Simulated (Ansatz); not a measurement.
Reaction (ligand exchange at the Al–N bond): `O=C[N]([AlH2])[SiH3]` + `O[SiH](O)O` → `O[SiH](O)[O][AlH2]` + `O=CN[SiH3]`

Calculated with Ansatz (gas phase, PBE0-D4/def2-TZVP geometries, no zero-point term in ΔE). CBS: MP2 limit from def2 TZ/QZ plus the TZ coupled-cluster correction, frozen cores. Functionals use def2-TZVPP. Each species was taken in one conformer, which may not be the lowest.

```
         level  ΔE (kJ/mol)  difference from CCSD(T)/CBS
        PBE-D4        -64.6                          4.5
       PBE0-D4        -67.3                          1.8
       ωB97X-V        -71.8                         -2.7
        r2SCAN        -72.2                         -3.1
          PBE0        -69.6                         -0.5
 HF/def2-TZVPP        -88.8                        -19.7
MP2/def2-TZVPP        -67.4                          1.7
MP2/def2-QZVPP        -68.6                          0.5
  HF/CBS(def2)        -90.4                        -21.3
 MP2/CBS(def2)        -68.6                          0.5
   CCSD(T)/CBS        -69.1                            0
```

Largest T1 diagnostic among the species: 0.015.

The D4 term adds +4.7 kJ/mol with B3LYP and +2.3 kJ/mol with PBE0; it sums over pairs of atoms, weighted by their polarisabilities, and B3LYP, whose exchange is more repulsive, gets the larger term. In def2-TZVPP, CCSD(T) changes the Hartree–Fock value by +20.9 kJ/mol (the triples alone add +3.8 kJ/mol) and MP2 by +21.3 kJ/mol.

B3LYP here is the variant with VWN-RPA as its local correlation; programs differ in this.
